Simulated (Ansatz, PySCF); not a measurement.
Gas-phase reaction in SMILES: [SiH3]P → [SiH3] (SiH3) + [PH2] (PH2) (the P-Si bond at the site shown breaks; other sites are not compared here)
Geometries: B3LYP-D3(BJ)/def2-TZVP minima from Ansatz (a quantum-chemistry and plane-wave program).

Wanted: bond dissociation energy (electronic energy difference), in kcal/mol. Valence correlation only, unless marked. UHF or UKS for open shells. Spin-orbit coupling is left out. No relativistic terms. Basis-set limits of correlation are two-point, X^-3; Hartree-Fock from the larger set. The bracket is a focal-point correction in the basis named.

Level to compare with: RI-MP2/CBS(aug-cc-pV(T+d)Z,aug-cc-pV(Q+d)Z)+[CCSD(T)-MP2]/aug-cc-pV(T+d)Z (Ansatz), 75.0 kcal/mol. It is a level with limits of its own, and the differences hold the functionals' basis error too.

Task: Rank these functionals by how close they come to RI-MP2/CBS(aug-cc-pV(T+d)Z,aug-cc-pV(Q+d)Z)+[CCSD(T)-MP2]/aug-cc-pV(T+d)Z, closest first: TPSSh/def2-TZVPD (PySCF); HSE06/def2-TZVPD (Ansatz); wB97M-V/def2-TZVPD (Ansatz).

Result: wB97M-V/def2-TZVPD (range-separated hybrid meta-GGA with VV10, 75.7 kcal/mol, difference 0.7), HSE06/def2-TZVPD (screened hybrid, 71.8 kcal/mol, difference -3.2), TPSSh/def2-TZVPD (hybrid meta-GGA, 69.9 kcal/mol, difference -5.1)
